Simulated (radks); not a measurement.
Values are calculated unless marked as measured or tabulated.
Task: The thallium ion Tl9+, configuration [Xe] 4f14 5d3 6p1 (not the ground configuration). Code: a radial shooting solver on a logarithmic mesh with Libxc functionals. Model: Dirac Kohn-Sham, exchange-only LDA, spin-unpolarised, spherical densities, finite nucleus; open shells fill j = l - 1/2 first; Fermi nuclear charge, rms radius 5.4759 fm. Some entries of the table are withheld. Estimate them.

orbital  occ.  eigenvalue (hartree)  <r^2> (bohr^2)  <r> (bohr)
1s1/2       2             -3142.748             (1)     0.01633
2s1/2       2             -563.8680        0.005556     0.06812
2p1/2       2                   (2)        0.003914     0.05591
2p3/2       4                   (3)        0.005097     0.06470
3s1/2       2             -138.8362         0.03604      0.1771
3p1/2       2             -128.8438         0.03275      0.1675
3p3/2       4             -111.9867         0.03912      0.1835
3d3/2       4             -95.36096         0.02987      0.1595
3d5/2       6             -91.75642         0.03160      0.1644
4s1/2       2             -35.28039          0.1733      0.3916
4p1/2       2             -30.96544          0.1759      0.3929
4p3/2       4             -26.85115          0.2077      0.4274
4d3/2       4             -19.77253          0.2164      0.4328
4d5/2       6             -19.00335          0.2274      0.4439
5s1/2       2             -10.16360          0.8151      0.8543
4f5/2       6              -9.84297          0.2536      0.4605
4f7/2       8              -9.67173          0.2604      0.4666
5p1/2       2              -8.65143          0.9131      0.9025
5p3/2       4              -7.81092           1.068      0.9766
5d3/2       3              -5.57364           1.426       1.124
5d5/2       0              -5.44840           1.487       1.149
6s1/2       0              -4.31442           3.230       1.707
6p1/2       1              -3.79139           3.740       1.835
6p3/2       0              -3.55777           4.211       1.948
5f5/2       0              -3.19117             (4)       1.580
5f7/2       0              -3.17427             (5)       1.591

Result: 
(1) 1s1/2 <r^2> (bohr^2): 0.0003695
(2) 2p1/2 eigenvalue (hartree): -541.8671
(3) 2p3/2 eigenvalue (hartree): -466.0479
(4) 5f5/2 <r^2> (bohr^2): 2.834
(5) 5f7/2 <r^2> (bohr^2): 2.874
